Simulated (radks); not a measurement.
Values are calculated unless marked as measured or tabulated.
Valence configurations of Pt2+ (all share [Xe]). Level of theory: non-relativistic Kohn-Sham, r2SCAN, spin-polarised, spherical densities, point nucleus; open shells are filled with parallel spins first (spin-orbit coupling, left out, can overturn this in heavy ions); meta-GGA in the generalised Kohn-Sham scheme; relativity is left out, which matters for an element this heavy (a radial shooting solver on a logarithmic mesh with Libxc functionals). Energies are relative to 4f14 5d8; eigenvalues in eV for spin up.

| valence | E (eV) | moment (Bohr magnetons) | e(4f) | e(5d) | e(6p) | e(6s) |
|---|---|---|---|---|---|---|
| 4f14 5d8 | 0.000 | 2 | -103.89 | -27.581 | - | - |
| 4f14 5d7.5 6p0.5 | 6.499 | 3 | -106.90 | -30.099 | -14.567 | - |
| 4f14 5d7 6s1 | 6.964 | 4 | -108.73 | -31.566 | - | -21.652 |
| 4f14 5d6 6s2 | 16.779 | 4 | -113.80 | -35.459 | - | -22.855 |
| 4f13.5 5d8 6p0.5 | 47.020 | 3 | -113.30 | -30.770 | -14.609 | - |
| 4f13 5d9 | 82.386 | 2 | -116.66 | -28.805 | - | - |
| 4f13 5d8 6s1 | 91.324 | 4 | -121.71 | -32.971 | - | -21.801 |
| 4f13 5d8 6p1 | 97.649 | 4 | -122.88 | -33.989 | -15.945 | - |
| 4f13 5d6 6s2 6p1 | 121.48 | 6 | -133.28 | -42.105 | -18.532 | -25.819 |
| 4f12 5d10 | 174.22 | 2 | -129.76 | -29.990 | - | - |

NIST lists [Xe] 4f14 5d8 as the ground configuration; this level of theory agrees among the configurations tried. The energies are those of spherical high-spin densities, not of single terms. Relativity is left out, which favours d and f over s occupation in heavy atoms.
